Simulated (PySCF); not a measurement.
# Orbital picture of LaSe

LC-ωPBE at R = 2.536 Å; La def2-TZVPP with ECP46, Se def2-TZVPP; scalar-relativistic core potentials (PySCF 2.14). State: doublet, about 0.1 electrons in the 4f shell (Mulliken). Only the outer orbitals are listed, counted within each symmetry, core potentials removing the inner ones.

```json
{"spin": "α", "orbital": "8σ", "occ.": "1", "ε (eV)": "-27.81", "on La (%)": "93", "main shells (%)": "93 La p"}
{"spin": "α", "orbital": "4π", "occ.": "1", "ε (eV)": "-27.59", "on La (%)": "100", "main shells (%)": "100 La p"}
{"spin": "α", "orbital": "4π", "occ.": "1", "ε (eV)": "-27.59", "on La (%)": "100", "main shells (%)": "100 La p"}
{"spin": "α", "orbital": "9σ", "occ.": "1", "ε (eV)": "-19.08", "on La (%)": "13", "main shells (%)": "86 Se s"}
{"spin": "α", "orbital": "10σ", "occ.": "1", "ε (eV)": "-8.54", "on La (%)": "29", "main shells (%)": "69 Se p, 24 La d"}
{"spin": "α", "orbital": "5π", "occ.": "1", "ε (eV)": "-8.34", "on La (%)": "24", "main shells (%)": "75 Se p, 19 La d"}
{"spin": "α", "orbital": "5π", "occ.": "1", "ε (eV)": "-8.34", "on La (%)": "24", "main shells (%)": "75 Se p, 19 La d"}
{"spin": "α", "orbital": "11σ", "occ.": "1", "ε (eV)": "-6.11", "on La (%)": "101", "main shells (%)": "83 La s, 13 La d"}
{"spin": "α", "orbital": "6π", "occ.": "0", "ε (eV)": "-0.25", "on La (%)": "97", "main shells (%)": "64 La p, 33 La d"}
{"spin": "α", "orbital": "6π", "occ.": "0", "ε (eV)": "-0.25", "on La (%)": "97", "main shells (%)": "64 La p, 33 La d"}
{"spin": "α", "orbital": "2δ", "occ.": "0", "ε (eV)": "-0.07", "on La (%)": "100", "main shells (%)": "100 La d"}
{"spin": "β", "orbital": "8σ", "occ.": "1", "ε (eV)": "-27.60", "on La (%)": "93", "main shells (%)": "93 La p"}
{"spin": "β", "orbital": "4π", "occ.": "1", "ε (eV)": "-27.40", "on La (%)": "100", "main shells (%)": "100 La p"}
{"spin": "β", "orbital": "4π", "occ.": "1", "ε (eV)": "-27.40", "on La (%)": "100", "main shells (%)": "100 La p"}
{"spin": "β", "orbital": "9σ", "occ.": "1", "ε (eV)": "-19.14", "on La (%)": "13", "main shells (%)": "87 Se s"}
{"spin": "β", "orbital": "10σ", "occ.": "1", "ε (eV)": "-8.54", "on La (%)": "26", "main shells (%)": "72 Se p, 20 La d"}
{"spin": "β", "orbital": "5π", "occ.": "1", "ε (eV)": "-8.37", "on La (%)": "22", "main shells (%)": "78 Se p, 17 La d"}
{"spin": "β", "orbital": "5π", "occ.": "1", "ε (eV)": "-8.37", "on La (%)": "22", "main shells (%)": "78 Se p, 17 La d"}
{"spin": "β", "orbital": "11σ", "occ.": "0", "ε (eV)": "-0.79", "on La (%)": "100", "main shells (%)": "81 La s, 13 La p"}
{"spin": "β", "orbital": "2δ", "occ.": "0", "ε (eV)": "0.43", "on La (%)": "100", "main shells (%)": "100 La d"}
{"spin": "β", "orbital": "2δ", "occ.": "0", "ε (eV)": "0.43", "on La (%)": "100", "main shells (%)": "100 La d"}
```

Q: Which are the highest filled and the lowest empty level, where do they sit, and how wide is the gap?

A: Highest filled α 11σ at -6.11 eV (in %: 83 La s, 13 La d); lowest empty β 11σ at -0.79 eV (in %: 81 La s, 13 La p); the gap at LC-ωPBE is 5.32 eV.

```
bond order (Mayer)                               : 2.36
⟨S²⟩                                             : 0.753
charge on La (Mulliken, basis-dependent)         : 0.43
charge on La (Löwdin, basis-dependent)           : -0.15
dipole moment (positive dipole means La(−)Se(+)) : -7.60 D
```

Shares are Mulliken populations and can fall outside 0 to 100 %.

Spin–orbit coupling is left out. The state is the lowest single determinant that the PBE0 search found; with open d or f shells the true ground state can be another one.
